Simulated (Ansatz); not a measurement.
`CB[SiH2]O` + `[OH][GaH2]` → `C[O][GaH2]` + `B[SiH2]O` at 700 K and 1 bar (substitution at a C–B bond).

Computed with Ansatz on PBE0-D4/def2-TZVP structures; ΔE is electronic, products minus reactants. CCSD(T)/CBS adds triple-zeta CCSD(T) − MP2 to the extrapolated MP2 energy (def2 sets, frozen cores). For Ga outer-core shells are correlated without core-valence functions, which leaves a few kJ/mol of doubt a bond. Scalar relativity is left out up to krypton. One conformer a species, not always the lowest.

```
     species  CCSD(T)/CBS energy (Eh)  H − E (kJ/mol)  S (J/(mol·K))
 `CB[SiH2]O`               -431.33160           287.5          463.4
`[OH][GaH2]`              -2000.92981           111.5          322.8
`C[O][GaH2]`              -2040.16771           201.4          387.4
  `B[SiH2]O`               -392.05150           194.3          392.7
```

H − E and S are ideal-gas, rigid-rotor, harmonic terms from PBE0-D4/def2-TZVP, for one conformer and one mirror image of each species. 1 Eh = 2625.50 kJ/mol, R = 8.31446 J/(mol·K).

Q: By hand: ΔE, ΔH, ΔS and ΔG.

A: ΔE = (-2040.16771) + (-392.05150) − (-431.33160) − (-2000.92981) = 0.04220 Eh = 110.8 kJ/mol. Δ(H − E) = 201.4 + 194.3 − 287.5 − 111.5 = -3.3, so ΔH = 107.5 kJ/mol. ΔS = 387.4 + 392.7 − 463.4 − 322.8 = -6.1 J/(mol·K). ΔG = 107.5 − 700 × (-6.1)/1000 = 111.8 kJ/mol.

Q: By hand: the equilibrium constant, and the temperature at which ΔG would vanish if ΔH and ΔS stayed fixed.

A: log₁₀ K = −ΔG/(RT ln 10) = -8.3. ΔH and −TΔS have one sign here, so there is no such temperature.

The number of gas molecules stays the same, so ΔS is small and ΔH decides. A doubt of 5 kJ/mol in ΔE shifts log₁₀ K by 0.4 here. Other conformers and mirror images would add mixing entropy, several J/(mol·K) or more a flexible species. These are equilibria of isolated gas molecules and say nothing of rates. Largest T1 diagnostic: 0.015 (customary marks: 0.02 for closed shells, 0.045 for open ones).

ΔS is within the doubt of such terms, so its sign, and with it that verdict, could turn.
